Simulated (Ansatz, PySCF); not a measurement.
Spin states of HOW (SMILES [OH][W]), each relaxed with B3LYP-D3(BJ)/def2-TZVP.
State 1 (charge 0, multiplicity 4):
```xyz
3

W     -0.953    -0.661    -0.825
O      0.422    -0.121     0.283
H      0.498     0.830     0.472
```
State 2 (charge 0, multiplicity 6):
```xyz
3

W     -0.9961    -0.6968    -0.8631
O      0.4336    -0.0973     0.2951
H      0.5294     0.8415     0.4976
```

Singlets are restricted, other states unrestricted; no spin–orbit coupling, no relativity up to Kr; see below for the cores. The largest T1 diagnostic is 0.048.

Correlated levels freeze the inner cores; with def2 sets outer-core shells near the valence are correlated too.

The values were computed with Ansatz (Gaussian orbitals); PySCF for the dispersion terms. Values without a source in brackets are computed. In def2 rows elements past Kr take small-core potentials, without spin–orbit coupling.

**Question.** What energy of the multiplicity-6 state less that of the multiplicity-4 state does CCSD(T)/def2-SVP give?

**Answer.** -1.6 kcal/mol

**Question.** Predict the energy of the multiplicity-6 state less that of the multiplicity-4 state from wB97M-V/def2-TZVPP.

**Answer.** -0.4 kcal/mol

**Question.** Give the energy of the multiplicity-6 state less that of the multiplicity-4 state at the level BHLYP-D3(BJ)/def2-TZVPP.

**Answer.** -1.9 kcal/mol

Doubts at one or more of the structures used: a spin-contaminated determinant (CCSD(T)/def2-SVP).

Ansatz is a first-principles code.
